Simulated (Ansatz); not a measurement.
Species: CHS, charge 0, doublet. CHS (SMILES S=[CH], doublet).
B3LYP-D3(BJ)/def2-TZVP minimum from Ansatz (a quantum-chemistry and plane-wave program):
```xyz
3

C     -1.0230     0.1620    -0.1822
S      0.5022    -0.0352     0.0604
H     -1.8970    -0.4082     0.1273
```
Charge 0, spin multiplicity 2.

Total energies in cc-pV(D+d)Z, 11 correlated electrons, 6 frozen orbitals. Open shells are spin-unrestricted; no spin-orbit coupling. Cores are frozen in correlated methods. No relativity. The UHF reference of CHS ([CH]=S, doublet) is spin-contaminated (<S^2> up to 0.26 over the pure value in the sets run).

| method | program | energy (Eh) | minus CCSDTQ (mEh) |
|---|---|---|---|
| HF | Ansatz | -435.91135 | 280.16 |
| MP2 | Ansatz | -436.14156 | 49.96 |
| CCSD | Ansatz | -436.17743 | 14.08 |
| CCSD(T) | Ansatz | -436.18894 | 2.57 |
| CCSDT(Q) | Ansatz | -436.19174 | -0.23 |
| CCSDTQ | Ansatz | -436.19151 | 0.00 |

Rough core times of Ansatz's runs on a shared machine: CCSD(T) 20 s, CCSDT(Q) 2 min, CCSDTQ 70 min.
